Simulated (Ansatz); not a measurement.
Basis sets compared for (F3Sn)2NH (Sn₂NF₆H). Charge 0, multiplicity 1. Geometry PBE0-D4/def2-SVP. Ansatz on 4 threads of Arm Neoverse V1 on a shared host; times are rough, and most runs start from earlier orbitals.

Cartesian coordinates in Å:
```
Sn 0.562 0.601 1.297
F 1.250 2.266 0.667
F -0.270 1.069 2.962
F 1.925 -0.632 1.809
N -1.010 -0.172 0.283
Sn -0.453 -0.679 -1.532
F -0.383 -2.493 -2.106
F -0.997 0.275 -3.089
F 1.330 -0.091 -0.949
H -1.955 -0.145 0.657
```

In the def2 sets Sn takes a core potential; there is no spin–orbit coupling.

Binding counts from free atoms (Sn triplet, F doublet, N quartet, H doublet) in the same basis, without a counterpoise term.

```
           level  functions  energy (Eh)  HOMO (eV)  LUMO (eV)  binding per atom (eV)  wall time
 PBE-D4/def2-SVP        155   -1082.0283      -7.82      -4.67                   3.64      1.9 s
PBE0-D4/def2-SVP        155   -1082.0302      -9.55      -3.86                   3.40      3.3 s
```

Question: Estimate the rows for PBE-D4/def2-TZVP, PBE0-D4/def2-TZVP.

Answer: 
```csv
level,functions,energy (Eh),HOMO (eV),LUMO (eV),binding per atom (eV),wall time
PBE-D4/def2-TZVP,323,-1082.9042,-8.08,-4.94,3.70,5.5 s
PBE0-D4/def2-TZVP,323,-1082.9001,-9.69,-4.05,3.49,12 s
```
